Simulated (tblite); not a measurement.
Parent: `[CH2:1]=[C:2]([CH3:3])[SiH2:4][CH2:5][F:6]` with C1–C2–Si4–C5 120°, C2–Si4–C5–F6 67°, C4H9FSi.

The geometries are computed with GFN2-xTB (gas phase). One conformer each, not checked by frequencies here.

```json
{"coordinate of the parent": "C1=C2", "value": "1.328 Å"}
{"coordinate of the parent": "C2–C3", "value": "1.500 Å"}
{"coordinate of the parent": "C2–Si4", "value": "1.890 Å"}
{"coordinate of the parent": "Si4–C5", "value": "1.925 Å"}
{"coordinate of the parent": "C5–F6", "value": "1.383 Å"}
{"coordinate of the parent": "C1–C2–C3", "value": "121.2°"}
{"coordinate of the parent": "C1–C2–Si4", "value": "122.0°"}
{"coordinate of the parent": "C3–C2–Si4", "value": "116.8°"}
{"coordinate of the parent": "C2–Si4–C5", "value": "108.9°"}
{"coordinate of the parent": "Si4–C5–F6", "value": "110.5°"}
```

Question: How does the shared frame change in `[CH2:1]=[C:2]([CH3:3])[SiH2:4][C@H:5]([F:6])[O:7][CH2:8][CH3:9]` with C1–C2–Si4–C5 120°, C2–Si4–C5–F6 -171°, Si4–C5–O7–C8 -176°, C5–O7–C8–C9 175°, C6H13FOSi? Atoms pair as C1 = C1, C2 = C2, C3 = C3, Si4 = Si4, C5 = C5, F6 = F6 (parent first).

Answer: 
```tsv
parent	relative	value in the relative	change
C1=C2	C1=C2	1.328 Å	0.000
C2–C3	C2–C3	1.500 Å	0.000
C2–Si4	C2–Si4	1.891 Å	+0.001
Si4–C5	Si4–C5	1.931 Å	+0.006
C5–F6	C5–F6	1.400 Å	+0.017
C1–C2–C3	C1–C2–C3	121.1°	-0.1
C1–C2–Si4	C1–C2–Si4	122.0°	0.0
C3–C2–Si4	C3–C2–Si4	116.9°	+0.1
C2–Si4–C5	C2–Si4–C5	107.4°	-1.5
Si4–C5–F6	Si4–C5–F6	109.5°	-1.0
```

Of the parent's bonds, C5–F6 changes most (+0.017 Å). Bonds of the relative outside the shared frame: C5–O7 1.371, O7–C8 1.424, C8–C9 1.518 Å. Point group C1 → C1.

Question: How does the shared frame change in `[CH2:1]=[C:2]([CH3:3])[SiH2:4][C@@H:5]([F:6])[C:7](=[O:8])[O:9][CH3:10]` with C1–C2–Si4–C5 8°, C2–Si4–C5–F6 -58°, Si4–C5–C7–O8 67°, C5–C7–O9–C10 177°, C6H11FO2Si? Atoms pair as C1 = C1, C2 = C2, C3 = C3, Si4 = Si4, C5 = C5, F6 = F6 (parent first).

Answer: 
| parent | relative | value in the relative | change |
| --- | --- | --- | --- |
| C1=C2 | C1=C2 | 1.329 Å | +0.001 |
| C2–C3 | C2–C3 | 1.502 Å | +0.002 |
| C2–Si4 | C2–Si4 | 1.886 Å | -0.004 |
| Si4–C5 | Si4–C5 | 1.938 Å | +0.013 |
| C5–F6 | C5–F6 | 1.378 Å | -0.005 |
| C1–C2–C3 | C1–C2–C3 | 121.1° | -0.1 |
| C1–C2–Si4 | C1–C2–Si4 | 123.6° | +1.6 |
| C3–C2–Si4 | C3–C2–Si4 | 115.3° | -1.5 |
| C2–Si4–C5 | C2–Si4–C5 | 110.9° | +2.0 |
| Si4–C5–F6 | Si4–C5–F6 | 110.6° | +0.1 |

Of the parent's bonds, Si4–C5 changes most (+0.013 Å). Bonds of the relative outside the shared frame: C5–C7 1.492, C7=O8 1.207, C7–O9 1.333, O9–C10 1.419 Å. Point group C1 → C1.

Question: How does the shared frame change in `[CH2:1]=[C:2]([CH3:3])[SiH2:4][C@@H:5]([F:6])[S:7][CH3:8]` with C1–C2–Si4–C5 -4°, C2–Si4–C5–F6 61°, Si4–C5–S7–C8 172°, C5H11FSSi? Atoms pair as C1 = C1, C2 = C2, C3 = C3, Si4 = Si4, C5 = C5, F6 = F6 (parent first).

Answer: 
```csv
parent,relative,value in the relative,change
C1=C2,C1=C2,1.328 Å,0.000
C2–C3,C2–C3,1.499 Å,-0.001
C2–Si4,C2–Si4,1.886 Å,-0.004
Si4–C5,Si4–C5,1.923 Å,-0.002
C5–F6,C5–F6,1.382 Å,-0.001
C1–C2–C3,C1–C2–C3,121.1°,-0.1
C1–C2–Si4,C1–C2–Si4,124.0°,+2.0
C3–C2–Si4,C3–C2–Si4,114.8°,-2.0
C2–Si4–C5,C2–Si4–C5,109.6°,+0.7
Si4–C5–F6,Si4–C5–F6,110.8°,+0.3
```

Of the parent's bonds, C2–Si4 changes most (-0.004 Å). Bonds of the relative outside the shared frame: C5–S7 1.811, S7–C8 1.820 Å. Point group C1 → C1.

Question: How does the shared frame change in `[CH2:1]=[C:2]([CH3:3])[SiH2:4][C@H:5]([F:6])[C:7]([CH3:8])=[O:9]` with C1–C2–Si4–C5 101°, C2–Si4–C5–F6 60°, Si4–C5–C7–C8 105°, C6H11FOSi? Atoms pair as C1 = C1, C2 = C2, C3 = C3, Si4 = Si4, C5 = C5, F6 = F6 (parent first).

Answer: 
```
   parent   relative  value in the relative  change
    C1=C2      C1=C2                1.328 Å   0.000
    C2–C3      C2–C3                1.501 Å  +0.001
   C2–Si4     C2–Si4                1.891 Å  +0.001
   Si4–C5     Si4–C5                1.948 Å  +0.023
    C5–F6      C5–F6                1.385 Å  +0.002
 C1–C2–C3   C1–C2–C3                 121.4°    +0.2
C1–C2–Si4  C1–C2–Si4                 121.6°    -0.4
C3–C2–Si4  C3–C2–Si4                 116.9°    +0.1
C2–Si4–C5  C2–Si4–C5                 106.4°    -2.5
Si4–C5–F6  Si4–C5–F6                 109.1°    -1.4
```

Of the parent's bonds, Si4–C5 changes most (+0.023 Å). Bonds of the relative outside the shared frame: C5–C7 1.493, C7–C8 1.502, C7=O9 1.210 Å. Point group C1 → C1.
